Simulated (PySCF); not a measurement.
# Molecular orbitals of CaBr

PBE0 at R = 2.598 Å; basis Ca def2-TZVPP, Br def2-TZVPP; no relativity; PySCF 2.14. State: ²Σ⁺ (doublet), unpaired electrons σ ↑. Only the outer orbitals are listed, counted within each symmetry.

| spin | orbital | occ. | ε (eV) | on Ca (%) | main shells (%) |
| --- | --- | --- | --- | --- | --- |
| α | 5π | 1 | -30.60 | 100 | 100 Ca p |
| α | 5π | 1 | -30.60 | 100 | 100 Ca p |
| α | 11σ | 1 | -30.52 | 99 | 99 Ca p |
| α | 12σ | 1 | -19.77 | 2 | 98 Br s |
| α | 13σ | 1 | -8.28 | 10 | 89 Br p |
| α | 6π | 1 | -7.58 | 5 | 94 Br p |
| α | 6π | 1 | -7.58 | 5 | 94 Br p |
| α | 14σ | 1 | -4.50 | 98 | 80 Ca s, 15 Ca p |
| α | 7π | 0 | -1.39 | 100 | 73 Ca p, 27 Ca d |
| α | 7π | 0 | -1.39 | 100 | 73 Ca p, 27 Ca d |
| α | 15σ | 0 | -1.14 | 97 | 55 Ca d, 40 Ca p |
| β | 5π | 1 | -30.51 | 100 | 100 Ca p |
| β | 5π | 1 | -30.51 | 100 | 100 Ca p |
| β | 11σ | 1 | -30.36 | 99 | 99 Ca p |
| β | 12σ | 1 | -19.74 | 2 | 97 Br s |
| β | 13σ | 1 | -8.19 | 10 | 89 Br p |
| β | 6π | 1 | -7.57 | 5 | 95 Br p |
| β | 6π | 1 | -7.57 | 5 | 95 Br p |
| β | 14σ | 0 | -2.25 | 99 | 88 Ca s |
| β | 15σ | 0 | -0.43 | 97 | 51 Ca d, 46 Ca p |
| β | 7π | 0 | -0.40 | 100 | 60 Ca p, 40 Ca d |

Task: Which are the highest filled and the lowest empty level, where do they sit, and how wide is the gap?

Result: Highest filled α 14σ at -4.50 eV (in %: 80 Ca s, 15 Ca p); lowest empty β 14σ at -2.25 eV (in %: 88 Ca s); the gap at PBE0 is 2.25 eV.

```
bond order (Mayer)                               : 0.76
⟨S²⟩                                             : 0.750
charge on Ca (Mulliken, basis-dependent)         : 0.59
charge on Ca (Löwdin, basis-dependent)           : 0.18
dipole moment (positive dipole means Ca(−)Br(+)) : -4.13 D
polarisability along the bond                    : 135.8 bohr³
polarisability across the bond                   : 157.1 bohr³
```

Spin–orbit coupling is left out. The state was picked by a PBE0 search and need not be the measured ground state.
